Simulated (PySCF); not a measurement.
H2FNTe, singlet, geometry from GFN2-xTB (core potentials on Te). Base run: PySCF with B3LYP/def2-SVP, polarisability.

The PySCF input:
```python
from pyscf import gto, scf, dft
from pyscf.prop import polarizability

mol = gto.M(
    atom='''
Te    0.03476790   -0.01230241    0.35516398
F     0.21534570    1.51210904   -0.96366200
N    -0.40055827   -1.43018672   -0.96097333
H     0.33342615   -1.64745450   -1.61896774
H    -1.27556053   -1.31049445   -1.44978809
''',
    basis='def2-svp',
    ecp={'Te': 'def2-svp'},
    verbose=4,
)

mf = dft.RKS(mol)
mf.xc = 'b3lyp'
mf.kernel()
alpha = mf.Polarizability().polarizability()[2, 2]
print('alpha_zz =', alpha)
```

**Question.** The base was run again with changes. Order these runs by alpha_zz (bohr³), lowest first: basis = def2-TZVP | functional = camb3lyp | functional = pbe0 | functional = pbe | functional = lda,vwn.

**Answer.** functional = camb3lyp (alpha_zz (bohr³) 35.80), functional = pbe0 (alpha_zz (bohr³) 36.31), functional = lda,vwn (alpha_zz (bohr³) 36.96), functional = pbe (alpha_zz (bohr³) 37.37), basis = def2-TZVP (alpha_zz (bohr³) 43.13)

Finite-field rows take the second difference of the energy in a field along z; a small field with loose convergence shows SCF noise divided by the square of the field, and a large one adds hyperpolarisability.
